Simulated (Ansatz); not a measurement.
Isolated molecules relaxed with PBE0-D4/def2-TZVP in Ansatz; ΔE leaves out vibrations. CCSD(T)/CBS is the MP2 limit (def2-TZVPP, def2-QZVPP) plus CCSD(T) − MP2 in def2-TZVPP, frozen cores. This one scheme is used for every species. One conformer a species, not always the lowest.

Consider the ligand exchange at the Si–O bond: `N[Si@H](O)O[Si@@H](N)O` + `C=N` → `C=N[SiH](N)O` + `N[SiH](O)O`.

| level | ΔE (kJ/mol) |
| --- | --- |
| HF/def2-TZVPP | 92.9 |
| HF/CBS(def2) | 94.2 |

Problem. What does CCSD(T)/CBS give? (Best estimate.)

Solution. Computed: +88.9 kJ/mol. The listed levels differ from it by 4.0, 5.3 kJ/mol.

Largest T1 diagnostic among the species: 0.012.

The D4 term adds +5.4 kJ/mol with B3LYP and +3.5 kJ/mol with PBE0; it sums over pairs of atoms, weighted by their polarisabilities, and B3LYP, whose exchange is more repulsive, gets the larger term. From PBE to PBE0 (25 % exact exchange), in def2-TZVPP and without D4, ΔE moves by +4.4 kJ/mol.

B3LYP here is the variant with VWN-RPA as its local correlation; programs differ in this.
